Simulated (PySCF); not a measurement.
(1Z,3Z)-1,4-dichlorobuta-1,3-diene (C₄H₄Cl₂), SMILES C(=C/C=C\Cl)/Cl.

Coordinates come from a PBE0-D3(BJ)/def2-SVP optimisation. One conformer was computed; it need not be the lowest.

Level of theory: B3LYP/def2-TZVP (PySCF).

Symmetry labels are those of the subgroup C2h that the program uses (full group C2h).

Q: List the valence orbital energies around the gap with their symmetry. (Estimate from the structure and the level; the computed values follow.)

A: 
```csv
orbital,symmetry,energy (eV)
HOMO−7,Bu,-11.60
HOMO−6,Au,-10.74
HOMO−5,Ag,-10.40
HOMO−4,Bg,-10.15
HOMO−3,Ag,-8.82
HOMO−2,Bu,-8.77
HOMO−1,Au,-8.43
HOMO,Bg,-6.55
LUMO,Au,-1.70
LUMO+1,Bu,0.70
LUMO+2,Ag,1.00
LUMO+3,Bg,1.27
```
